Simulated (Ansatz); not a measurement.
Molecule: bromoborane, sum formula BH$_{2}$Br, net charge 0, singlet state. 
Geometry from a B3LYP-D3(BJ)/def2-TZVP (Ansatz, a quantum-chemistry and plane-wave program) optimisation:
SMILES: BBr
```xyz
4

B     -1.5458     0.1038    -0.1796
Br     0.3404    -0.0229     0.0396
H     -1.9662     0.9940    -0.8363
H     -2.2187    -0.7130     0.3500
```

Basis-set convergence of Hartree-Fock and CCSD(T) correlation energies (hartree) with Ansatz. Cores are frozen in the correlated levels unless marked. No spin-orbit coupling. Frozen are the shells of the preceding noble gas and the d and f shells that filled before the atom's block. Non-relativistic.

| basis | functions | E(HF) | E(corr, CCSD(T)) |
|---|---|---|---|
| cc-pVDZ | 51 | -2598.25101 | -0.23338 |
| cc-pVTZ | 101 | -2598.33508 | -0.30474 |
| cc-pVQZ | 183 | -2598.33973 | -0.32849 |
| cc-pV5Z | 305 | -2598.34039 | -0.33642 |

Extrapolating the two largest sets (X = 4 and 5) as X^-3: E(corr) = (125·(-0.33642) - 64·(-0.32849))/61 = -0.3447 Eh, an estimate of the basis-set limit. The largest set recovers 97.6 % of it, the smallest 67.7 %.
